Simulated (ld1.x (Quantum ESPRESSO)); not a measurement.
nitrogen (N), TM: configuration errors across variants

ld1.x (Quantum ESPRESSO) 7.5 input, shortened:

```
&input
   title='N', zed=7., rel=0, dft='PBE', iswitch=3,
   config='[He] 2s2 2p2'
 /
 &inputp
   pseudotype=2, tm=.true., lloc=-1, rcloc=0.75,
   nlcc=.true.
 /
2
2S  1  0   2.00   0.00  0.90  0.90  0.0
2P  2  1   2.00   0.00  1.75  1.75  0.0
 &test
   configts(1)='2s2 2p2'
 /
```

All-electron excitation energies from the reference (eV): (1) 2s2 2p3 -13.597; (2) 2s2 2p1 28.859; (3) 2s2 2p0 75.943; (4) 2s1 2p0 153.713; (5) 2s1 2p4 -2.120; (6) 2s2 2p2.5 -8.501; (7) 2s2 2p3.3 -15.218.

The default core radius of the base comes out at 0.42 bohr.

Errors AE − PS in meV (a dash: test not solved or not reliable):

```csv
change,(1),(2),(3),(4),(5),(6),(7),bound ghosts
base,+21,+101,+706,+1285,+74,+8.4,+25,none
core correction none,+21,+103,+739,+1367,+77,+8.4,+25,none
core correction a·sin(br)/r model core inside 0.46 bohr,+21,+103,+721,+1326,+76,+8.6,+26,none
core correction a·sin(br)/r model core inside 0.52 bohr,+21,+104,+735,+1388,+76,+8.6,+26,none
core correction a·sin(br)/r model core inside 0.66 bohr,+20,+98,+684,+1248,+76,+8.1,+24,none
core correction a·sin(br)/r model core inside 0.90 bohr,+21,+103,+732,+1340,+79,+8.4,+25,none
core correction a·sin(br)/r model core inside 1.08 bohr,+21,+103,+737,+1360,+78,+8.4,+25,none
```

(1) Give the same row for: core correction a·sin(br)/r model core inside 0.80 bohr.

## Answers

(1) +21, +102, +722, +1311, +81, +8.4, +25; bound ghosts: none.
